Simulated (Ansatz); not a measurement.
Stepwise reaction of `F[SiH](F)[SiH3]` with hydrogen chloride, as a gas-phase model of exchange steps in deposition or etching. ΔE in kJ/mol.

Calculated with Ansatz (gas phase, PBE0-D4/def2-TZVP geometries, no zero-point term in ΔE). CCSD(T)/CBS is the MP2 limit (def2-TZVPP, def2-QZVPP) plus CCSD(T) − MP2 in def2-TZVPP, frozen cores. This one scheme is used for every species. Functionals use def2-TZVPP. B3LYP here is the variant with VWN-RPA as its local correlation; programs differ in this. Each species was taken in one conformer, which may not be the lowest.

| step | reaction | PBE-D4 | B3LYP-D4 | ωB97M-V | CCSD(T)/CBS |
| --- | --- | --- | --- | --- | --- |
| 2 | `F[Si](F)([SiH3])Cl` + HCl → `F[Si](F)(Cl)[SiH2]Cl` + H₂ | -65.3 | -65.8 | -65.3 | -65.2 |
| 3 | `F[Si](F)(Cl)[SiH2]Cl` + HCl → `F[Si](F)(Cl)[SiH](Cl)Cl` + H₂ | -78.0 | -76.8 | -76.5 | -75.3 |

Question: Give the row of step 1, `F[SiH](F)[SiH3]` + HCl → `F[Si](F)([SiH3])Cl` + H₂. (Estimate.)

Answer: Ansatz gave: 
```csv
step,reaction,PBE-D4,B3LYP-D4,ωB97M-V,CCSD(T)/CBS
1,`F[SiH](F)[SiH3]` + HCl → `F[Si](F)([SiH3])Cl` + H₂,-94.0,-92.1,-94.2,-91.8
```

Question: By hand: ΔE of the 3 steps together at CCSD(T)/CBS.

Answer: (-91.8) + (-65.2) + (-75.3) = -232.3 kJ/mol, or -77.4 kJ/mol a step.

In ΔE step 1 is the lowest and step 2 the highest. All are downhill at CCSD(T)/CBS. PBE-D4 differs from CCSD(T)/CBS by -2.7 to -0.1 kJ/mol a step. Isolated molecules leave out the surface, adducts and barriers. Largest T1 diagnostic: 0.013.
